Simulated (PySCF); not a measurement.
C2H11NSi3, SMILES C1[SiH2]N([SiH3])[SiH2]C1.

Geometry: PBE0-D3(BJ)/def2-SVP. The structure was generated by enumeration, and PubChem lists no compound with its InChIKey, so it may never have been made. One conformer was computed; it need not be the lowest.

Method: TDA-PBE0/def2-SVPD run with PySCF.

Vertical excitations. Isolated molecule, no solvent.

Computed lowest excited states:
```
state  energy (eV)  λ (nm)      f        main pairs
-----  -----------  ------  -----  ----------------
S1            6.00     207  0.002    HOMO→LUMO 97 %
S2            6.42     193  0.013  HOMO→LUMO+1 94 %
S3            7.02     177  0.008  HOMO→LUMO+2 88 %
S4            7.17     173  0.000  HOMO−1→LUMO 95 %
S5            7.18     173  0.050  HOMO→LUMO+3 91 %
S6            7.25     171  0.013  HOMO→LUMO+4 83 %
T1            5.67     219      0    HOMO→LUMO 95 %
T2            6.26     198      0  HOMO→LUMO+1 92 %
```
Triplets are in the Tamm–Dancoff approximation.
